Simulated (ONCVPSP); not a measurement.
Transferability test, ONCV potential for V (Z = 23)

ONCVPSP 4.0.1 input, shortened (lines: element, Z, core and valence counts, functional; n l f; lmax; l rc ep ncon nbas qcut; lloc lpopt rc5 dvloc0; l nproj debl; icmod fcfact rcfact), LDA (Perdew-Wang 92), scalar-relativistic:

```
  V 23.00    4    4  -001012      upf
    1    0    2.00
    2    0    2.00
    2    1    6.00
    3    0    2.00
    3    1    6.00
    3    2    3.00
    4    0    1.00
    4    1    1.00
    3
    0    2.75    0.00    4    7    2.30
    1    1.60    0.00    4    8   10.30
    2    1.60    0.00    5   10    8.20
    3    2.65    0.05    3    6    3.90
    2    5    1.60    0.00
    0    2    0.90
    1    2    0.80
    2    0    1.00
    3    3    3.70
    1    0.55    0.00
```

Energies are relative to the spin-unpolarised reference configuration 3p6 3d3 4s1 4p1; without spin polarisation the order of configurations can differ from experiment.

```
valence configuration  charge  ΔE all-electron (eV)  error AE − PS (meV)
      3p6 3d3 4s2 4p0       0                -3.406                 -4.2
      3p6 3d3 4s1 4p0      +1                 4.528                  0.0
      3p6 3d3 4s0 4p0      +2                19.066                  -11
      3p6 3d4 4s1 4p0       0                -2.872                  -18
```

Levels in the configuration 3p6 3d4 4s1 4p0:

```tsv
level	all-electron (eV)	pseudo (eV)
3p	-40.439	-40.349
3d	-2.625	-2.592
4s	-4.041	-4.062
```

Note: ghosts flagged at negative energy: s at -102.6 eV; GHOST(+) flagged for f at 581.3 eV. A true bound ghost makes a file unfit for plane-wave use.
